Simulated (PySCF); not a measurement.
NMR data simulated for an unnamed compound:

¹H NMR (300 MHz, computed): δ 1.78 (m, 3H), 1.76 (s, 3H), 1.47 (m, 1H), 1.28 (m, 1H).

¹³C{¹H} NMR (computed): δ 187.2 (C), 91.3 (C), 39.8 (C), 32.3 (CH2), 19.9 (CH3), 16.9 (CH3).

How the numbers were obtained: coordinates at the GFN2-xTB level, PBE0/pcSseg-1 with gauge-including orbitals, in PySCF 2.14.0 with density-fitted response routines (one averaged value for each set of equivalent atoms, isolated molecule, non-relativistic Hamiltonian, single conformer).

Scale: ¹H (31.72 ppm) and ¹³C (186.93 ppm) against TMS (reference shieldings calculated alike).

Which of these does the molecule contain: a Si–CH3 group, a three-membered ring, a nitrile, an amide?

## Answers


- A Si–CH3 group: no.
- A three-membered ring: yes.
- A nitrile: no.
- An amide: no.

The data belong to `C[C@@]1(C(=O)Cl)C[C@@]1(C)F`, C₆H₈ClFO; they needn't prove each group on their own.

Carbon signals by region: 1 in the far downfield region (above 160 ppm), 1 at 50–100 ppm, 4 below 50 ppm. Above 160 ppm: 187.2, carbonyl carbon.

Carbons that carry Cl, above all several Cl atoms, come out too deshielded, partly because spin–orbit coupling is missing. Splittings by ¹⁹F in the carbon and heteronuclear signals aren't shown, as no couplings were computed. Shifts are as computed. Against solution values, carbons near 30 ppm lie about +3 ppm off and those near 130 ppm about +5 ppm; carbons on Cl a further +6 ppm. Of 1211 compounds with measured shifts, 218 miss one by over three times the rms of a fit or turn the order of signals round; such compounds aren't used in these exercises. No couplings were computed; multiplicities are counted from neighbouring protons, with m where these are inequivalent, close in shift, in a saturated or five-membered ring or joined by F or P, and br s for small geminal =CH2 splittings.
